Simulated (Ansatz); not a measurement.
Correlation energies of C₂H₇AlGe by basis set

Z-matrix (Å, degrees):
```
Ge
Al 1 2.631
C 1 1.896 2 48.2
H 1 1.545 2 125.2 3 -105.9
H 1 1.685 2 45.3 3 -166.9
H 1 1.533 2 116.2 3 105.5
C 2 1.934 1 75.1 3 42.8
H 2 1.572 1 132.0 3 -131.5
H 3 1.084 1 120.5 2 145.5
H 7 1.090 2 127.2 1 68.2
H 7 1.091 2 113.6 1 -147.9
```

Total charge 0; spin multiplicity 1. Correlated methods include outer-core shells of Ge, which these sets cover unevenly. Scalar relativity is left out up to krypton. The bonds changed during the relaxation, so this is another structure than the one it started from. The geometry is a stationary point of PBE0-D4/def2-TZVP. Frozen core, restricted reference, Ansatz 0.2.0.

| basis | HF (Eh) | MP2 corr. | CCSD corr. | (T) | CCSD(T) total |
| --- | --- | --- | --- | --- | --- |
| def2-SVP | -2396.60696 | ? | -0.62809 | -0.02175 | ? |
| def2-TZVPP | -2397.04284 | -0.69531 | -0.73115 | ? | ? |
| def2-QZVPP | ? | ? | – | – | – |

Fill in the withheld values. (Estimate.)

Computed: def2-SVP MP2 corr.: -0.58882; def2-SVP CCSD(T) total: -2397.25680; def2-TZVPP (T): -0.03142; def2-TZVPP CCSD(T) total: -2397.80541; def2-QZVPP HF (Eh): -2397.09562; def2-QZVPP MP2 corr.: -0.98607.
